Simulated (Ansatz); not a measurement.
## Worked example: C2H3F + CHI3 → C2H2FI + CH2I2

Species: C2H3F `C=CF`, singlet; CHI3 (iodoform) `IC(I)I`, singlet; C2H2FI `C=C(F)I`, singlet; CH2I2 (diiodomethane) `ICI`, singlet. The partners trade H for I; both sit on C, so the bond types are kept.

Shapes, held fixed at every level: PBE0-D4/def2-TZVP. Programs: Ansatz 0.2.0. The zero-point and thermal change to 298 K, harmonic and unscaled (PBE0-D4/def2-TZVP), is -0.4 kJ/mol.

At CCSD(T)/def2-TZVPP; 1 Eh = 2625.50 kJ/mol:

| species | energy (Eh) |
| --- | --- |
| C2H3F | -177.576825 |
| CHI3 | -930.038845 |
| C2H2FI | -474.112677 |
| CH2I2 | -633.508921 |

Question: Work out ΔH(298 K) of the reaction at this level.

Answer: 
1. Products less reactants: (-474.112677) + (-633.508921) − [(-177.576825) + (-930.038845)] = -0.005928 Eh = -15.6 kJ/mol.
2. With the thermal change: -15.6 + (-0.4) = -16.0 kJ/mol.

Other levels give -23.3 (r2SCAN-D4/def2-TZVPP) to -12.8 kJ/mol (BHLYP-D4/def2-TZVPP). No measured value is set beside it here. For atoms past krypton def2 sets carry core potentials with scalar relativity. Outer-core shells of I are correlated in most correlated rows, in sets that cover them unevenly.
